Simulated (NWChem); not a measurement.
C2H4BBrO; SMILES C=CB(O)Br

```xyz
9

B      0.3187     0.5664     0.0016
Br    -0.1031    -1.3337     0.0004
C     -0.8274     1.6112     0.0034
C     -0.5728     2.9278    -0.0028
H     -1.8690     1.2728     0.0091
H     -1.3705     3.6784    -0.0023
H      0.4558     3.3041    -0.0087
O      1.6098     0.9471     0.0004
H      2.2304     0.2102    -0.0013
```
Atoms are numbered in this order, from 1.

All runs use the structure optimised with PBE0/def2-SVP.

Spin-orbit effects, on the heavy nuclei and on their neighbours, are missing.

Give the principal values of the shielding tensors (ppm) of B1, Br2, C3, C4, O8 from BHandHLYP/pcSseg-1, GIAO (NWChem), with their diamagnetic and paramagnetic parts as GIAO splits them.


```csv
atom,σ11,σ22,σ33,isotropic,diamagnetic,paramagnetic
B1,43.5,53.8,86.5,61.2,191.2,-130.0
Br2,1996.1,2376.7,2828.0,2400.2,3125.6,-725.4
C3,-82.7,50.6,160.2,42.7,257.2,-214.6
C4,-103.4,36.6,166.3,33.2,256.4,-223.2
O8,34.2,205.9,253.7,164.6,389.5,-224.9
```
